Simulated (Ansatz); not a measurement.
Computed with Ansatz on PBE0-D4/def2-TZVP structures; ΔE is electronic, products minus reactants. CCSD(T)/CBS adds triple-zeta CCSD(T) − MP2 to the extrapolated MP2 energy (def2 sets, frozen cores). Functionals use def2-TZVPP. B3LYP here is the variant with VWN-RPA as its local correlation; programs differ in this. Elements past krypton have def2 core potentials. For Mg, Sn outer-core shells are correlated without core-valence functions, which leaves a few kJ/mol of doubt a bond. One conformer a species, not always the lowest.

Reaction (substitution at a C–Sn bond): `C[O][SnH]([CH3])[SH]` + `[OH][Mg][O][SiH3]` → `C[O][Mg][O][SiH3]` + `C[O][SnH2][SH]`

```tsv
level	ΔE (kJ/mol)	difference from CCSD(T)/CBS
PBE-D4	96.7	-9.6
r2SCAN-D4	98.1	-8.2
B3LYP-D4	94.1	-12.2
ωB97M-V	98.8	-7.5
B2PLYP	96.0	-10.3
PBE	92.6	-13.7
r2SCAN	96.8	-9.5
B3LYP	87.6	-18.7
MP2/def2-TZVPP	112.6	6.3
SCS-MP2/def2-TZVPP	102.5	-3.8
CCSD/def2-TZVPP	98.4	-7.9
CCSD(T)/def2-TZVPP	101.3	-5.0
HF/def2-QZVPP	76.8	-29.5
SCS-MP2/def2-QZVPP	104.9	-1.4
MP2/CBS(def2)	117.6	11.3
CCSD/CBS(def2)	103.3	-3.0
CCSD(T)/CBS	106.3	0
```

Largest T1 diagnostic among the species: 0.013.

The D4 term adds +6.5 kJ/mol with B3LYP and +3.9 kJ/mol with PBE0; it sums over pairs of atoms, weighted by their polarisabilities, and B3LYP, whose exchange is more repulsive, gets the larger term. In def2-TZVPP, CCSD(T) changes the Hartree–Fock value by +23.3 kJ/mol (the triples alone add +2.9 kJ/mol) and MP2 by +34.6 kJ/mol.
